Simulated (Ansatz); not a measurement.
Consider the ligand exchange at the Si–N bond: `F[SiH2]N[SiH2][SiH3]` + `OCO` → `OCO[SiH2]F` + `N[SiH2][SiH3]`.

Isolated molecules relaxed with PBE0-D4/def2-TZVP in Ansatz; ΔE leaves out vibrations. CBS: MP2 limit from def2 TZ/QZ plus the TZ coupled-cluster correction, frozen cores. This one scheme is used for every species. Each species was taken in one conformer, which may not be the lowest.

```json
{"species": "`F[SiH2]N[SiH2][SiH3]`", "CCSD(T)/CBS(def2) energy (Eh)": "-1026.65568"}
{"species": "`OCO`", "CCSD(T)/CBS(def2) energy (Eh)": "-190.79619"}
{"species": "`OCO[SiH2]F`", "CCSD(T)/CBS(def2) energy (Eh)": "-580.37781"}
{"species": "`N[SiH2][SiH3]`", "CCSD(T)/CBS(def2) energy (Eh)": "-637.08297"}
```

(1) Work out ΔE.

Largest T1 diagnostic among the species: 0.012.

## Answers

(1) ΔE = (-580.37781) + (-637.08297) − (-1026.65568) − (-190.79619) = -0.00891 Eh = -5.6 kcal/mol.

In def2-TZVPP, CCSD(T) changes the Hartree–Fock value by +2.2 kcal/mol (the triples alone add +0.3 kcal/mol) and MP2 by +2.1 kcal/mol.
